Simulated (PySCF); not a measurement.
# SbBr: frontier orbitals

PBEsol at R = 2.521 Å; PySCF, scalar-relativistic core potentials, basis sets Sb def2-SVP with ECP28, Br def2-SVP. State: ³Σ⁻ (triplet), unpaired electrons π ↑↑. Only the outer orbitals are listed, counted within each symmetry, core potentials removing the inner ones.

| spin | orbital | occ. | ε (eV) | on Sb (%) | main shells (%) |
| --- | --- | --- | --- | --- | --- |
| α | 10σ | 1 | -19.17 | 8 | 91 Br s |
| α | 11σ | 1 | -13.80 | 85 | 85 Sb s |
| α | 12σ | 1 | -8.53 | 38 | 61 Br p, 30 Sb p |
| α | 6π | 1 | -7.57 | 19 | 81 Br p, 18 Sb p |
| α | 6π | 1 | -7.57 | 19 | 81 Br p, 18 Sb p |
| α | 7π | 1 | -5.18 | 82 | 81 Sb p, 18 Br p |
| α | 7π | 1 | -5.18 | 82 | 81 Sb p, 18 Br p |
| α | 13σ | 0 | -2.69 | 74 | 70 Sb p, 26 Br p |
| α | 14σ | 0 | 3.40 | 100 | 91 Sb s |
| α | 15σ | 0 | 5.49 | 89 | 79 Sb p, 11 Br d |
| β | 10σ | 1 | -19.02 | 7 | 92 Br s |
| β | 11σ | 1 | -12.79 | 82 | 82 Sb s, 12 Br p |
| β | 12σ | 1 | -8.17 | 38 | 61 Br p, 25 Sb p, 12 Sb s |
| β | 6π | 1 | -7.27 | 9 | 91 Br p, 8 Sb p |
| β | 6π | 1 | -7.27 | 9 | 91 Br p, 8 Sb p |
| β | 7π | 0 | -3.77 | 91 | 91 Sb p, 8 Br p |
| β | 7π | 0 | -3.77 | 91 | 91 Sb p, 8 Br p |
| β | 13σ | 0 | -2.12 | 77 | 73 Sb p, 22 Br p |

Problem. Which are the highest filled and the lowest empty level, where do they sit, and how wide is the gap?

Solution. Highest filled α 7π at -5.18 eV (in %: 81 Sb p, 18 Br p); lowest empty β 7π at -3.77 eV (in %: 91 Sb p, 8 Br p); the gap at PBEsol is 1.41 eV. Both belong to one degenerate shell, split only by its one-sided filling, so this is no excitation gap.

```json
{
 "bond order (Mayer)": "1.19",
 "⟨S²⟩": "2.003",
 "charge on Sb (Mulliken, basis-dependent)": "0.22",
 "charge on Sb (Löwdin, basis-dependent)": "0.10",
 "dipole moment (positive dipole means Sb(−)Br(+))": "-1.77 D"
}
```

Spin–orbit coupling is left out. The state is the lowest determinant that a PBE0 search found; another state may lie lower at other levels.
